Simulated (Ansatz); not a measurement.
Born–Oppenheimer molecular dynamics of BrClGaH3O2 (8 atoms, charge 0, multiplicity 1). It starts at the highest image of a converged band, a first-order saddle point between two minima.

Theory: Ansatz, RHF/def2-SVP.

```json
{
 "ensemble": "NVE (velocity Verlet)",
 "time step": "0.5 fs",
 "steps asked": "140",
 "starting velocities drawn for": "100 K",
 "seed": "7143"
}
```

First frame:

```xyz
8
Properties=species:S:1:pos:R:3
Ga -0.283 0.384 -0.075
Br 2.101 -0.325 0.661
O -0.249 1.146 -1.651
O -1.213 1.007 1.272
H 1.036 -1.570 0.267
Cl -0.429 -1.992 -0.221
H 0.300 0.814 -2.342
H -1.264 0.536 2.088
```

(1) How far do the bonds stretch over the last three quarters of this one trajectory? (Pairs bonded in most of those frames.)

Results:

(1) 
```csv
bond,mean (Å),spread (Å),shortest,longest
Ga1–Br2,2.405,0.118,2.21,2.57
Ga1–O3,1.765,0.032,1.72,1.81
Ga1–O4,1.765,0.011,1.75,1.78
Ga1–Cl6,2.696,0.221,2.40,3.12
O3–H7,0.944,0.002,0.94,0.95
O4–H8,0.944,0.004,0.94,0.95
H5–Cl6,1.298,0.062,1.20,1.40
```

Mean temperature of the second half: 1000 K. The conserved energy stayed within 0.25 meV per atom of its start (net change -0.17 meV per atom), so the integration is sound. The kinetic energy rose, since the run started high on the potential surface and went downhill. It ends in pieces (BrGaH2O2 + ClH), so much of that is their flight and rotation, not heat. A run of 0.07 ps of so small a system gives no equilibrium averages. The orbitals stay closed-shell, which can raise the energy where a bond breaks towards radicals; this wasn't checked here.

Time of the run: 14 min on 2 threads of AMD EPYC 7571 (shared host), peak memory 0.36 GiB.
